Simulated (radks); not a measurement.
Task: Isoelectronic series with 4 electrons, all held in the configuration [He] 2s2, which need not be the ground one along the series. Method: scalar-relativistic Kohn-Sham, PBE, spin-unpolarised, spherical densities, point nucleus; computed with a radial shooting solver on a logarithmic mesh with Libxc functionals. Total energies (hartree) and orbital eigenvalues (hartree):

| ion | E (hartree) | 2s | 1s |
|---|---|---|---|
| Be | -14.63287 | -0.20615 | -3.90326 |
| C2+ | -36.47795 | -1.48390 | -11.33875 |
| O4+ | -68.35794 | -3.77503 | -22.80205 |
| Ne6+ | -110.28854 | -7.07300 | -38.28688 |
| Si10+ | -224.41988 | -16.69649 | -81.35544 |
| S12+ | -296.69892 | -23.02974 | -108.9665 |
| Ar14+ | -379.18463 | -30.38422 | -140.6521 |
| Ca16+ | -471.93461 | -38.76629 | -176.4334 |
| Ti18+ | -575.01406 | -48.18320 | -216.3345 |
| Cr20+ | -688.49605 | -58.64316 | -260.3826 |
| Fe22+ | -812.46172 | -70.15532 | -308.6077 |
| Ni24+ | -947.00058 | -82.72985 | -361.0432 |
| Zn26+ | -1092.21087 | -96.37794 | -417.7258 |
| Ge28+ | -1248.19987 | -111.1118 | -478.6956 |
| Se30+ | -1415.08435 | -126.9449 | -543.9960 |
| Kr32+ | -1592.99097 | -143.8918 | -613.6745 |
| Sr34+ | -1782.05682 | -161.9682 | -687.7823 |
| Zr36+ | -1982.42997 | -181.1912 | -766.3749 |
| Mo38+ | -2194.27006 | -201.5793 | -849.5119 |
| Ru40+ | -2417.74898 | -223.1524 | -937.2577 |
| Pd42+ | -2653.05163 | -245.9321 | -1029.681 |
| Cd44+ | -2900.37679 | -269.9413 | -1126.858 |
| Sn46+ | -3159.93796 | -295.2049 | -1228.866 |

Estimate the row of Mg8+.

Result: E (hartree) -162.29736; 2s -11.37906; 1s -57.80067.
